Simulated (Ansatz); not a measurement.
Ansatz (a quantum-chemistry and plane-wave program) input (HF/STO-3G):

Ansatz 0.2 input:
```yaml
crystal:
  periodic: [false, false, false]
  atoms:
    - {symbol: Br, position_ang: [-0.00000000, -0.00000000, -1.76654860]}
    - {symbol: B, position_ang: [0.00000000, 0.00000000, 0.00000000]}
    - {symbol: Br, position_ang: [0.00000000, 0.00000000, 1.76654860]}
basis:
  gaussian:
    orbitals: STO-3G
hamiltonian:
  xc: {name: HF}
total_charge: 1
relax: {f_tol: 0.003, max_steps: 120}
```

From the last part of the output:

```
reference -139146.36017699 eV, -5113.5344197138 hartree; 37, 37 occupied and 4, 4 virtual orbitals, 435 factors
relax step   2: F+E_penalty+E_count = -139146.36017699 eV  Δ(F+E_penalty+E_count) = -1.826e-2 eV  max|allowed force component| = 2.367e-1 eV/Å  Δτ_max = 0.0169 Å  (21 SCF iters, accepted)
these checks for a lower state are left out or cut short: starts, cluster_reference, orbital_swaps, neighbouring_geometries, increment
integrals: 0.00 GiB planned
435 factors; integrals over basis functions are off by at most 1.3e-5 eV
mean field: 0.10 GiB planned
mean field -139146.36169191 eV, -5113.5344753861 hartree, gradient 7.8e-6 eV, S^2 0.000000; 0 other end points of the search recorded, 0 dependent functions left out
the calculation of the forces begins
reference -139146.36169191 eV, -5113.5344753861 hartree; 37, 37 occupied and 4, 4 virtual orbitals, 435 factors
relax step   3: F+E_penalty+E_count = -139146.36169191 eV  Δ(F+E_penalty+E_count) = -1.515e-3 eV  max|allowed force component| = 5.568e-3 eV/Å  Δτ_max = 0.0065 Å  (21 SCF iters, accepted)
these checks for a lower state are left out or cut short: starts, cluster_reference, orbital_swaps, neighbouring_geometries, increment
integrals: 0.00 GiB planned
435 factors; integrals over basis functions are off by at most 1.3e-5 eV
mean field: 0.10 GiB planned
mean field -139146.36169249 eV, -5113.5344754077 hartree, gradient 7.8e-6 eV, S^2 0.000000; 0 other end points of the search recorded, 0 dependent functions left out
the calculation of the forces begins
reference -139146.36169249 eV, -5113.5344754077 hartree; 37, 37 occupied and 4, 4 virtual orbitals, 435 factors
relax step   4: F+E_penalty+E_count = -139146.36169249 eV  Δ(F+E_penalty+E_count) = -5.880e-7 eV  max|allowed force component| = 2.969e-3 eV/Å  Δτ_max = 0.0002 Å  (21 SCF iters, accepted)
integrals: 0.00 GiB planned
435 factors; integrals over basis functions are off by at most 1.3e-5 eV
mean field: 0.10 GiB planned
mean field evaluation 32: about -139146.3617 eV, gradient 4.0e-6 eV
mean field -139146.36169249 eV, -5113.5344754077 hartree, gradient 7.8e-6 eV, S^2 0.000000; 1 other end points of the search recorded, 0 dependent functions left out
the calculation of the forces begins
reference -139146.36169249 eV, -5113.5344754077 hartree; 37, 37 occupied and 4, 4 virtual orbitals, 435 factors
Total energy: -139146.36169249 eV, -5113.5344754077 hartree
Atom 0 at    -0.000000     0.000000    -1.743318 Å, force    -0.000000    -0.000000     0.002969 eV/Å
Atom 1 at     0.000000    -0.000000     0.000000 Å, force     0.000000    -0.000000     0.000000 eV/Å
Atom 2 at    -0.000000     0.000000     1.743318 Å, force    -0.000000     0.000000    -0.002969 eV/Å
Dipole moment:    -0.000000    -0.000000     0.000000 e Å
```

The dipole moment of an ion depends on the origin.
